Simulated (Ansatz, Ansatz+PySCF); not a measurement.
```xyz
3

O     0.0000    0.0000   -0.1197
H     0.0000    2.2625    1.6753
H     0.0000   -0.7542    0.4787
```

Basis set: cc-pVDZ (spherical functions). Frozen core: 1 orbital. Charge 0, multiplicity 1.

Computed with Ansatz (development build ahead of 0.2.0); each method stands on the lowest determinant of its kind that the runs found. Restricted open shells among the atoms or ions are ROHF, correlated in semicanonical orbitals with singles. Restricted functionals stand beside restricted open-shell atoms, which can lie above the unrestricted atoms usual in DFT and then raise those values.

The atomization energy at this shape (free ground-state atoms in the same class of orbitals less the molecule, no zero-point energy) of singlet H₂O:

```
               method  atomization energy
 ωB97X (unrestricted)             4.37 eV
r²SCAN (unrestricted)             4.53 eV
  PBE0 (unrestricted)             4.37 eV
   PBE (unrestricted)             4.55 eV
  r²SCAN (restricted)             2.76 eV
   ωB97X (restricted)             1.61 eV
     PBE (restricted)             3.32 eV
    PBE0 (restricted)             2.12 eV
         UHF-CCSDT(Q)             4.13 eV
          UHF-CCSD(T)             4.10 eV
              UHF-MP2             4.08 eV
              RHF-MP2             3.00 eV
                  UHF             2.80 eV
```

Task: What does RHF give?

Result: -2.72 eV. Caution for ωB97X (unrestricted), r²SCAN (unrestricted), PBE0 (unrestricted), PBE (unrestricted), r²SCAN (restricted), ωB97X (restricted), PBE (restricted), PBE0 (restricted): charge can spread falsely over distant fragments. Caution for ωB97X (unrestricted), PBE0 (unrestricted), UHF-CCSDT(Q), UHF-CCSD(T), UHF-MP2, UHF: the unrestricted determinant is a mixture of spin states. Caution for r²SCAN (unrestricted), PBE (unrestricted): the unrestricted determinant is spin contaminated. Caution for r²SCAN (restricted), ωB97X (restricted), PBE (restricted), PBE0 (restricted), RHF-MP2, RHF: an unrestricted determinant lies well below. Caution for UHF-CCSDT(Q), UHF-CCSD(T), UHF-MP2: a plain start can end on a higher determinant; bonds are stretched, where a single reference can fail. Caution for UHF-CCSDT(Q): the amplitudes may be one of several solutions. Caution for UHF-CCSD(T): another reference gives a lower total. Caution for RHF-MP2: large amplitudes, a single reference is doubtful. Caution for RHF: the molecule lies well above its atoms at this level.
